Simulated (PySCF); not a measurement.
**What builds the third ionisation energy along the second row**

Calculated with PySCF 2.14 from differences of total energies of unrestricted determinants, without spin-orbit coupling. Each column adds one step, in eV (sums use unrounded values): valence MP2, valence CCSD, valence triples, then the next inner shell at CCSD(T) (C 1s, N 1s, O 1s, F 1s, Ne 1s). References (NIST) marked * lie between the lowest fine-structure levels; the others compare directly ((s) semi-empirical, (t) theoretical).

| element | UHF | + MP2 | + CCSD | + (T) | + inner shell | sum | reference |
| --- | --- | --- | --- | --- | --- | --- | --- |
| C [He] 2s2 → [He] 2s1 (aug-cc-pCVTZ-DK with one added diffuse shell each of s, p, d, f type, spin-free X2C) | 45.800 | 1.203 | 0.801 | 0.000 | 0.034 | 47.838 | 47.888 |
| N [He] 2s2 2p1 → [He] 2s2 (aug-cc-pCVTZ-DK with one added diffuse shell each of s, p, d, f type, spin-free X2C) | 47.264 | 0.198 | -0.242 | 0.029 | 0.067 | 47.316 | 47.445 (s) * |
| O [He] 2s2 2p2 → [He] 2s2 2p1 (aug-cc-pCVTZ-DK with one added diffuse shell each of s, p, d, f type, spin-free X2C) | 54.579 | 0.395 | -0.213 | 0.011 | 0.058 | 54.830 | 54.936 (s) * |
| F [He] 2s2 2p3 → [He] 2s2 2p2 (aug-cc-pCVTZ-DK with one added diffuse shell each of s, p, d, f type, spin-free X2C) | 62.226 | 0.597 | -0.221 | 0.002 | 0.050 | 62.654 | 62.708 (s) * |
| Ne [He] 2s2 2p4 → [He] 2s2 2p3 (aug-cc-pCVTZ-DK with one added diffuse shell each of s, p, d, f type, spin-free X2C) | 61.805 | 1.224 | 0.031 | 0.019 | 0.035 | 63.115 | 63.423 * |

What remains against the references is mostly basis incompleteness and, for starred values, spin-orbit coupling.

Problem. What share of the correlation contribution for Ne comes from the inner shell?

Solution. The four steps add to 1.309 eV, of which the inner shell gives 0.035 eV, or 3 %.
